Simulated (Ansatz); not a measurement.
Stepwise reaction of `[OH][Nb]([OH])([F])([F])[F]` with hydrogen fluoride, as a gas-phase model of exchange steps in deposition or etching. ΔE in kJ/mol; ΔG adds harmonic PBE0-D4 terms to CCSD(T)/CBS, at 1 bar.

Isolated molecules relaxed with PBE0-D4/def2-TZVP in Ansatz; ΔE leaves out vibrations. CBS: MP2 limit from def2 TZ/QZ plus the TZ coupled-cluster correction, frozen cores. This one scheme is used for every species. DFT in def2-TZVPP. B3LYP here is the variant with VWN-RPA as its local correlation; programs differ in this. def2 core potentials past Kr. For Nb outer-core shells are correlated without core-valence functions, which leaves a few kJ/mol of doubt a bond. One conformer a species, not always the lowest.

| step | reaction | PBE-D4 | B3LYP-D4 | ωB97M-V | CCSD(T)/CBS | ΔG(500 K) |
| --- | --- | --- | --- | --- | --- | --- |
| 1 | `[OH][Nb]([OH])([F])([F])[F]` + H–F → `[OH][Nb]([F])([F])([F])[F]` + H₂O | -37.4 | -35.4 | -35.8 | -29.0 | -21.0 |

(1) Give the row of step 2, `[OH][Nb]([F])([F])([F])[F]` + H–F → `[F][Nb]([F])([F])([F])[F]` + H₂O. (An estimate is asked.)

(2) By hand: ΔE of the 2 steps together at CCSD(T)/CBS.

## Answers

(1) The calculation gave: 
```tsv
step	reaction	PBE-D4	B3LYP-D4	ωB97M-V	CCSD(T)/CBS	ΔG(500 K)
2	`[OH][Nb]([F])([F])([F])[F]` + H–F → `[F][Nb]([F])([F])([F])[F]` + H₂O	-36.2	-33.7	-35.1	-28.1	-23.1
```

(2) (-29.0) + (-28.1) = -57.1 kJ/mol, or -28.6 kJ/mol a step.

In ΔE the steps differ by no more than 0.9 kJ/mol. All are downhill at CCSD(T)/CBS. ΔG lies between -23.1 and -21.0 kJ/mol a step. PBE-D4 differs from CCSD(T)/CBS by -8.4 to -8.1 kJ/mol a step. Isolated molecules leave out the surface, adducts and barriers. Largest T1 diagnostic: 0.020.
